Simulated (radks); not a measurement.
Removal energies from the tellurium ion Te10+, [Kr] 4d6, by Delta-SCF beside the eigenvalue of the level emptied. Method: scalar-relativistic Kohn-Sham, PBE, spin-polarised, spherical densities, finite nucleus; Fermi nuclear charge, rms radius of each element as measured or else 0.836 A^(1/3) + 0.57 fm; computed with a radial shooting solver on a logarithmic mesh with Libxc functionals. Open shells are filled with parallel spins first.

removed from    final configuration  Delta-SCF (eV)  -eigenvalue (eV)
4d                         [Kr] 4d5          215.99            204.00
4p            [Ar] 3d10 4s2 4p5 4d6          294.25            281.40
4s            [Ar] 3d10 4s1 4p6 4d6          346.78            333.39
3d             [Ar] 3d9 4s2 4p6 4d6          771.95            743.44
